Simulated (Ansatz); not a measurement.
Relative stability

The two ends of one reaction step of SiNH3SF2, singlet (PBE0-D4/def2-TZVP).

A:

| atom | x (Å) | y (Å) | z (Å) |
| --- | --- | --- | --- |
| Si1 | 0.1528 | 0.0214 | 0.5964 |
| S2 | 1.7485 | 1.1500 | -0.1848 |
| N3 | -1.0250 | -0.3034 | -0.5589 |
| H4 | -1.3875 | 0.4125 | -1.1645 |
| F5 | 0.5829 | -1.3875 | 1.1819 |
| F6 | -0.3230 | 0.8663 | 1.8529 |
| H7 | 1.8899 | 0.3377 | -1.2460 |
| H8 | -1.6385 | -1.0971 | -0.4769 |

B:

| atom | x (Å) | y (Å) | z (Å) |
| --- | --- | --- | --- |
| Si1 | -0.3041 | -0.3668 | 0.6940 |
| S2 | 0.7909 | 1.1458 | -0.8305 |
| N3 | -1.5916 | -0.7650 | -0.1232 |
| H4 | 0.7055 | 0.2402 | -1.8188 |
| F5 | 0.9173 | -1.3762 | 0.7645 |
| F6 | -0.1185 | 0.5436 | 1.9842 |
| H7 | 2.1174 | 0.9669 | -0.6620 |
| H8 | -2.5168 | -0.3886 | -0.0080 |

Program: Ansatz 0.2.0. Basis: def2-TZVPP. Cores are frozen in the correlated methods. B3LYP uses VWN-RPA correlation.

(1) Which structure is lower at CCSD(T), and by how much? (An estimate is asked for; the value comes from the calculation.)

T1 diagnostic: at most 0.014.

## Answers

(1) Computed: A, by 278.0 kJ/mol (electronic energy, against the other). By their contacts, A is SiNH₃SF₂ ([NH2][Si]([F])([F])[SH]) and B is SiNH₃SF₂ ([NH][Si]([F])([F])[SH2]).

All methods give the same order:

| method | E(B) − E(A) (kJ/mol) |
| --- | --- |
| SPW92 | 261.5 |
| PBE-D4 | 255.2 |
| BLYP-D4 | 249.1 |
| r2SCAN-D4 | 269.8 |
| B97M-V | 276.6 |
| PBE0-D4 | 276.9 |
| B3LYP-D4 | 268.2 |
| r2SCAN0-D4 | 284.4 |
| BHLYP-D4 | 290.4 |
| CAM-B3LYP-D4 | 279.0 |
| wB97X-V | 282.7 |
| wB97M-V | 277.8 |
| B2PLYP | 272.7 |
| PBE-QIDH | 287.2 |
| RPA on PBE | 268.6 |
| HF | 310.8 |
| MP2 | 277.8 |
| CCSD | 284.8 |
| CCSD(T) | 278.0 |

Labels in which every atom is bracketed show which atoms are joined, not bond orders.

For scale, one of the runs: CCSD(T)/def2-TZVPP, 219 basis functions (an equivalent command: `ansatz run in.yaml --threads 4`). Hardware: 4 CPU threads, shared host. Wall time 85 s; peak host memory 3.3 GiB.
